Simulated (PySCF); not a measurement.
# Two-component Hartree-Fock for Dy⁺ (dysprosium, charge +1)

Start: [Xe] 4f10 6s1; 4f5/2 filled at m_j = -5/2, -3/2, -1/2, +1/2, +3/2, +5/2; 4f7/2 filled at m_j = +1/2, +3/2, +5/2, +7/2; 6s1/2 filled at m_j = +1/2. Calculated with PySCF 2.14 in x2c-TZVPall-2c (11s11p10d4f1g, 131 functions): generalised Hartree-Fock with the X2C-1e Hamiltonian and a Gaussian nucleus; one run each with spin-orbit coupling (SO) switched off, then screened by Boettger's factors.

| spinor shell | electrons | ε, spin-free (eV) | ε, screened SO (eV) | weight of nominal j (screened SO) | rms radius, screened SO (bohr) |
| --- | --- | --- | --- | --- | --- |
| 1s1/2 | 2 | -54065.1 | -54053.9 | 1.000 | 0.0240 |
| 2s1/2 | 2 | -9132.6 | -9129.2 | 1.000 | 0.0971 |
| 2p1/2 | 2 | -8099.7 | -8665.2 | 1.000 | 0.0830 |
| 2p3/2 | 4 | -8099.7 | -7860.0 | 1.000 | 0.0896 |
| 3s1/2 | 2 | -2089.7 | -2088.6 | 1.000 | 0.250 |
| 3p1/2 | 2 | -1766.4 | -1886.2 | 1.000 | 0.241 |
| 3p3/2 | 4 | -1766.4 | -1714.8 | 1.000 | 0.255 |
| 3d3/2 | 4 | -1348.7 | -1371.0 | 0.999 | 0.228 |
| 3d5/2 | 6 | -1348.7 | -1332.8 | 0.999 | 0.231 |
| 4s1/2 | 2 | -442.66 | -442.32 | 1.000 | 0.564 |
| 4p1/2 | 2 | -333.69 | -361.82 | 0.994 | 0.579 |
| 4p3/2 | 4 | -333.69 | -321.43 | 0.997 | 0.609 |
| 4d3/2 | 4 | -182.10 | -189.63 | 0.889 | 0.655 |
| 4d5/2 | 6 | -182.10 | -176.80 | 0.926 | 0.664 |
| 5s1/2 | 2 | -65.767 | -65.715 | 1.000 | 1.41 |
| 5p1/2 | 2 | -37.606 | -41.517 | 0.974 | 1.59 |
| 5p3/2 | 4 | -37.606 | -35.924 | 0.987 | 1.71 |
| 4f5/2 | 6 | -20.005 | -20.135 | 0.718 | 0.945 |
| 4f7/2 | 4 | -20.005 | -19.688 | 0.714 | 0.952 |
| 6s1/2 | 1 | -10.840 | -10.843 | 1.000 | 4.16 |

| quantity | spin-free | screened SO |
| --- | --- | --- |
| E (hartree) | -12148.33592 | -12157.30398 |
| M_J | 17/2 | 17/2 |
| ⟨J²⟩ | 80.758 | 80.757 |
| ⟨L²⟩ | 42.002 | 42.730 |
| ⟨S²⟩ | 8.755 | 8.607 |

Each row is a mean over spinors that exchange with the open shell spreads, by up to 14.789 eV (4d5/2).

Rows whose weight is well below 1 are mixtures of j = l ± 1/2: exchange outweighs spin-orbit coupling there, and the label is only the starting occupation.

Breit and QED terms are absent; they matter most for the inner s and p1/2 levels.

Densities and radii are taken from the X2C orbitals without a picture-change correction, which distorts them close to the nucleus.

Without spin-orbit coupling the j labels of p, d and f shells carry no meaning; the spin-free column gives the mean over the occupied spinors of each nl shell.
